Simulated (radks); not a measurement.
The numbers below are computed, except where a source is named.
The tungsten ion W+, 73 electrons, occupied as [Xe] 4f14 5d4 6s1.

Code: a radial shooting solver on a logarithmic mesh with Libxc functionals. Model: Dirac Kohn-Sham, PBE, spin-unpolarised, spherical densities, finite nucleus; open shells fill j = l - 1/2 first; Fermi nuclear charge, rms radius 5.3658 fm.

Energy parts (eV):
| part | energy |
|---|---|
| total | -439819.42 |
| kinetic | 495291.94 |
| electron-nucleus | -1097910.69 |
| Hartree | 171639.69 |
| exchange-correlation | -8840.36 |

Orbitals (lengths in bohr, moments of r in powers of bohr):
orbital  occ.  eigenvalue (eV)      <r^2>   <1/r>
1s1/2       2        -69378.73  0.0004632   87.04
2s1/2       2        -11972.71   0.007063   21.18
2p1/2       2        -11451.92   0.005042   21.15
2p3/2       4        -10099.25   0.006243   17.77
3s1/2       2        -2762.546    0.04613   7.776
3p1/2       2        -2530.034    0.04232   7.692
3p3/2       4        -2237.541    0.04891   6.817
3d3/2       4        -1845.169    0.03792   6.711
3d5/2       6        -1781.559    0.03973   6.504
4s1/2       2        -575.3367     0.2283   3.267
4p1/2       2        -478.8029     0.2355   3.157
4p3/2       4        -411.0221     0.2708   2.853
4d3/2       4        -252.2797     0.2955   2.638
4d5/2       6        -239.7897     0.3088   2.565
5s1/2       2         -85.8253      1.285   1.262
5p1/2       2         -57.2983      1.576   1.131
5p3/2       4         -47.5241      1.871   1.023
4f5/2       6         -41.2742     0.4573   2.100
4f7/2       8         -39.0375     0.4731   2.069
6s1/2       1         -12.0452      10.01  0.4254
5d3/2       4         -11.9073      4.500  0.6767
5d5/2       0         -11.1431      4.862  0.6507

The highest occupied level is 5d3/2 at -11.907 eV. For comparison, the ionisation energy in NIST's Atomic Spectra Database is 16.4 eV (semi-empirical). In exact Kohn-Sham theory the highest level is minus the ionisation energy, but local and semilocal functionals leave it too shallow, through self-interaction and a potential that decays too fast; potentials with the right tail come closer. The electron density at the nucleus is 1.424e+06 e/bohr^3.

Beside tabulated values, note that spin-unpolarised runs miss the spin-polarisation part of the exchange energy of open shells.
